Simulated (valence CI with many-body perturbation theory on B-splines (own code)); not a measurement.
**Level structure of Nb XXIX**

Calculated by configuration interaction combined with many-body perturbation theory (CI+MBPT): three valence electrons over a frozen Dirac-Fock core [Ne], radial functions for each j: 11 s, 11 p, 10 d, 8 f, 5 g, 2 h, with the one-electron correlation potential Σ1, the two-electron term Σ2, the three-electron term Σ3, Breit, model QED; selected CI, second order for the rest, scaled by the run's own slope (own B-spline code, finite nucleus).

The last digits are not significant, and no measured levels were compared; by estimate large intervals hold to a few tenths of a per cent, small ones and those within an open d or f shell to about a per cent.

Levels 136 to 153 of 153, with energies above the lowest level, 3s2.3p 2P°_1/2. "Leading %" is the weight of the configuration and term that name the level; weights of strongly mixed levels are sums over their largest components and can fall short, so below about 35 % the name and the second component can differ from the true leading terms, or belong to a minority configuration. In the jj column 3d3/2^4 stands for four electrons in 3d with j = 3/2. Lifetimes count E1, E2, E3, M1 and M2 decay at the calculated energies, and are blank where another channel may lead or the interval is too uncertain; long ones can be off by a factor of two.

```tsv
No.	Configuration	Term	J	E (Ry)	Leading %	Lifetime	Leading jj
136	3d3	2H	9/2	38.370	61	7.00 ps	3d3/2^2 3d5/2 (56 %)
137	3d3	2G	7/2	38.383	92	6.19 ps	3d3/2 3d5/2^2 (59 %)
138	3d3	4P	5/2	38.540	94	4.80 ps	3d3/2 3d5/2^2 (63 %)
139	3d3	2H	11/2	38.642	100	8.74 ps	3d3/2 3d5/2^2 (100 %)
140	3d3	2D	3/2	38.691	54	4.96 ps	3d3/2 3d5/2^2 (87 %)
141	3d3	2G	9/2	38.787	59	7.96 ps	3d5/2^3 (72 %)
142	3d3	2P	1/2	38.799	84	4.79 ps	3d3/2 3d5/2^2 (87 %)
143	3d3	2D	5/2	38.924	93	5.34 ps	3d3/2 3d5/2^2 (64 %)
144	3d3	2P	3/2	39.144	61	5.57 ps	3d5/2^3 (86 %)
145	3d3	2F	7/2	39.215	97	6.15 ps	3d3/2 3d5/2^2 (82 %)
146	3d3	2F	5/2	39.237	93	5.80 ps	3d3/2 3d5/2^2 (49 %)
147	3d3	2D	5/2	40.151	92	5.28 ps	3d5/2^3 (55 %)
148	3d3	2D	3/2	40.156	98	5.35 ps	3d3/2 3d5/2^2 (86 %)
149	3s2.4s	2S	1/2	49.193	97	300 fs	3s^2 4s (97 %)
150	3s2.4p	2P°	1/2	51.446	96	1.23 ps	3s^2 4p1/2 (96 %)
151	3s2.4p	2P°	3/2	52.073	95	1.27 ps	3s^2 4p3/2 (95 %)
152	3s.3p.4s	4P°	1/2	53.541	92	376 fs	3s 3p1/2 4s (97 %)
153	3s.3p.4s	4P°	3/2	53.856	81	358 fs	3s 3p1/2 4s (86 %)
```

Names give the largest LS component (configuration and term), which can be under half, so a name can repeat, a term be missing and a line seem to break the LS rules; names also repeat where a configuration has a term twice.
